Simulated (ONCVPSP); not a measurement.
## Which change was made? (Er, ONCV)

| Quantity | Value |
| --- | --- |
| Element | erbium (Er) |
| Generator | ONCVPSP 4.0.1 |
| Type | optimised norm-conserving Vanderbilt (ONCV) |
| Functional | PBEsol |
| Relativity | fully relativistic |
| Frozen core | [Kr] 4d10 |
| Valence charge | 22 |
| Reference configuration | 4f12 5s2 5p6 6s2 |
| Partial waves | 5s+6s: rc 1.85 bohr, ncon 3, nbas 6, qcut 5.3 1/bohr, 3 projectors, debl 1.8 Ha; 5p: rc 1.40 bohr, ncon 4, nbas 7, qcut 7 1/bohr, 2 projectors, debl 3.8 Ha; d scattering state at 0.03 Ha: rc 1.45 bohr, ncon 5, nbas 9, qcut 6.2 1/bohr, 3 projectors, debl 3.4 Ha; 4f: rc 1.10 bohr, ncon 4, nbas 9, qcut 15.3 1/bohr, 2 projectors, debl 3.2 Ha |
| Local potential | polynomial inside 0.95 bohr (lpopt 5, dvloc0 0 Ha) |
| Core correction | Teter function, fcfact 1.75, rcfact 1.7 |

Open shells are filled in proportion to 2j + 1.

In the d channel the program set the typed energies aside and used 0.050, 3.450, 6.850 Ha (j = l + 1/2; the other j can differ).

Cutoffs, loose and tight: the cutoffs (Ha) at which the residual kinetic energy of the hardest occupied pseudo-wave falls to 1 and 0.1 mHa per electron. They do not see the model core or the augmentation charge, which bear on the density cutoff. Test errors are all-electron minus pseudo excitation energies from the reference, over the configurations 4f12 5s2 5p6 6s1; 4f12 5s2 5p6 6s0; 4f11 5s2 5p6 6s0; 4f10 5s2 5p6 6s0; variants that change the core or the reference have their own tests.

The base gives: outcome: generated, projector energies reset by the program; cutoff, loose: 103 Ha; cutoff, tight: 249 Ha; bound ghosts: d5/2, d3/2; GHOST(+) flags above zero: p3/2, d5/2, p1/2, d3/2; largest test error (meV): tests left out (the all-electron energies of this program are off by 10 to 40 meV for near-neutral 4f atoms).

Question: After one change the result is: outcome: generated, projector energies reset by the program; cutoff, loose: 352 Ha; cutoff, tight: 554 Ha; bound ghosts: d5/2, d3/2; GHOST(+) flags above zero: p3/2, d5/2, p1/2, d3/2; largest test error (meV): tests left out (the all-electron energies of this program are off by 10 to 40 meV for near-neutral 4f atoms). Which change was it?
A. f: qcut 23
B. f: qcut 18.9
C. f: qcut 11.9
D. f: qcut 9.2

Answer: D. The others give: f: qcut 23 → outcome: failed: ERROR pspot: first pseudo wave function has node, program will stop | f: qcut 11.9 → outcome: generated, projector energies reset by the program; cutoff, loose: 269 Ha; cutoff, tight: 389 Ha; bound ghosts: d5/2, d3/2; GHOST(+) flags above zero: p3/2, d5/2, p1/2, d3/2; largest test error (meV): tests left out (the all-electron energies of this program are off by 10 to 40 meV for near-neutral 4f atoms) | f: qcut 18.9 → outcome: generated, projector energies reset by the program; cutoff, loose: 138 Ha; cutoff, tight: 207 Ha; bound ghosts: d5/2, d3/2; GHOST(+) flags above zero: p3/2, d5/2, p1/2, d3/2; largest test error (meV): tests left out (the all-electron energies of this program are off by 10 to 40 meV for near-neutral 4f atoms).
